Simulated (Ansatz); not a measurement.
Ti3Si3, relaxed as a singlet with RKS PBE-D4/def2-SVP in Ansatz, starting from the GFN1-xTB geometry. Force threshold 0.02 eV/Å.

The restricted singlet is unstable towards broken spin symmetry in Hartree–Fock (as tested in another run); at PBE-D4/def2-SVP this wasn't settled. The relaxation made no stability test and no search for a lower SCF solution. No other spin state of charge 0 was run. Another isomer (triplet) lies 2.33 eV lower at PBE0-D4/def2-TZVP; other spin states weren't run for this one.

Start:

Cartesian coordinates in Å:
```
Ti 0.121 -1.246 1.465
Ti -0.107 1.920 -0.074
Ti -0.789 1.050 2.279
Si 1.494 -0.205 -0.659
Si -0.444 0.302 -2.019
Si -0.275 -1.820 -0.992
```

Q: Estimate the energy that the relaxation releases and the steps that it takes.

A: 243.4 kJ/mol, in 12 steps; 31 s on 4 threads of AMD EPYC 7B13 on a shared host. No frequencies were taken in this run, so the end may be a saddle point.

Q: Does the start keep its bonding and symmetry?

A: Bonds formed: Ti1–Si5 (atoms count from 1). Point group Cs at the start, Cs at the end, both within 0.05 Å.

Q: Predict the relaxed structure.

A: 
Cartesian coordinates in Å:
```
Ti -0.4426 -0.5781 0.9660
Ti 0.2736 1.7815 0.0052
Ti -0.7005 0.8504 2.2762
Si 1.5310 -0.1801 -0.6365
Si -0.7598 0.1740 -1.4750
Si 0.0983 -2.0478 -1.1360
```
Bond lengths (bridged metal pairs left out): 5 × Si–Ti 2.42 to 2.62 Å; 3 × Ti–Ti 1.96 to 2.65 Å; 3 × Si–Si 2.41 to 2.47 Å.
